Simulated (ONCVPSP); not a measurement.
## Configuration tests for Fe (ONCV)

ONCVPSP 4.0.1 input, shortened (lines: element, Z, core and valence counts, functional; n l f; lmax; l rc ep ncon nbas qcut; lloc lpopt rc5 dvloc0; l nproj debl; icmod fcfact rcfact), Wu-Cohen, fully relativistic:

```
  Fe 26.00    3    4  -118130      upf
    1    0    2.00
    2    0    2.00
    2    1    6.00
    3    0    2.00
    3    1    6.00
    3    2    6.00
    4    0    2.00
    2
    0    1.15    0.00    4    8   12.40
    1    1.20    0.00    4    8   12.90
    2    1.35    0.00    4    9   13.70
    4    5    1.00    2.00
    0    3    2.10
    1    1    1.30
    2    1    3.40
    3    2.25    1.80
```

Open shells are filled in proportion to 2j + 1.

Energies are relative to the spin-unpolarised reference configuration 3s2 3p6 3d6 4s2; without spin polarisation the order of configurations can differ from experiment.

```tsv
valence configuration	charge	ΔE all-electron (eV)	error AE − PS (meV)
3s2 3p6 3d6 4s1	+1	8.761	+0.9
3s2 3p6 3d5 4s0	+3	59.073	-4.4
3s2 3p6 3d6 4s0 4p2	0	8.543	+40
```

(1) What are ΔE and the potential's error for 3s2 3p6 3d6 4s0?

Answers

(1) ΔE = 24.853 eV all-electron; the error (AE − PS) is +4.2 meV.

These tests converged, but a pseudo level misses the all-electron one widely, so the file describes the atom poorly there or has found another state: 3s2 3p6 3d6 4s0 4p2: empty 4s by 12.8 eV.
